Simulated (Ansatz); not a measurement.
A CCSD(T) single point on `B[S][GeH3]`.

```yaml
crystal:
  periodic: [false, false, false]
  atoms:
    - {symbol: B, position_ang: [-0.825825, 1.149883, -1.024934]}
    - {symbol: S, position_ang: [0.845756, 0.575329, -0.946474]}
    - {symbol: Ge, position_ang: [0.713972, -0.888158, 0.746125]}
    - {symbol: H, position_ang: [-1.668223, 0.743809, -0.281618]}
    - {symbol: H, position_ang: [-1.069857, 1.965751, -1.860251]}
    - {symbol: H, position_ang: [0.270407, -0.143203, 2.010906]}
    - {symbol: H, position_ang: [2.119506, -1.477088, 0.924426]}
    - {symbol: H, position_ang: [-0.293435, -1.983324, 0.375921]}
basis:
  gaussian: {orbitals: def2-TZVPP}
correlation: {method: ccsd_t}
output: {orbitals: {seedname: orbitals}}
```

```sh
$ ansatz run in.yaml --threads 2 --pin off --events-out ev --progress --plain --max-ram 4352MiB
```

Output of Ansatz, abridged:

```
Functional definition: HF
1131 factors; integrals over basis functions are off by at most 6.2e-4 eV
mean field evaluation 1: about -68041.7355 eV, gradient 1.7e1 eV
mean field evaluation 2: about -68041.8840 eV, gradient 1.7e1 eV
mean field evaluation 4: about -68043.1933 eV, gradient 3.4e0 eV
mean field evaluation 8: about -68043.2205 eV, gradient 2.1e-1 eV
mean field -68043.22087079 eV, -2500.5422456498 hartree, gradient 2.2e-6 eV, S^2 0.000000; 0 other end points of the search recorded, 0 dependent functions left out
15 core orbitals not correlated: weight in the atoms' cores, before any rotation towards them, 1.000 or more for the frozen orbitals, at most 0.000 for the correlated occupied ones
reference -68043.22087079 eV, -2500.5422456498 hartree; 14, 14 occupied and 162, 162 virtual orbitals, 1131 factors
second order -14.79320794 eV of doubles, -0.00000000 eV of singles
cycle   1  -15.31184446 eV  change   -5.2e-1 eV  update   9.7e-2
cycle   2  -15.83572789 eV  change   -5.2e-1 eV  update   2.9e-2
cycle   3  -15.90442438 eV  change   -6.9e-2 eV  update   1.5e-2
cycle   4  -15.89322355 eV  change    1.1e-2 eV  update   5.1e-3
cycle   5  -15.89339867 eV  change   -1.8e-4 eV  update   2.3e-3
cycle   6  -15.89302112 eV  change    3.8e-4 eV  update   7.5e-4
cycle   7  -15.89319644 eV  change   -1.8e-4 eV  update   2.5e-4
cycle   8  -15.89328462 eV  change   -8.8e-5 eV  update   6.9e-5
cycle   9  -15.89328910 eV  change   -4.5e-6 eV  update   2.1e-5
perturbative correction -0.64190029 eV, -0.0235894004 hartree
Total energy: -68059.75606017 eV, -2501.1499026517 hartree
```

Run time 71 s (2 threads of an Arm Neoverse V1 on a shared host); peak host memory 2 GiB.

Correlation energy per correlated electron: -0.591 eV. T1 diagnostic: 0.0136.
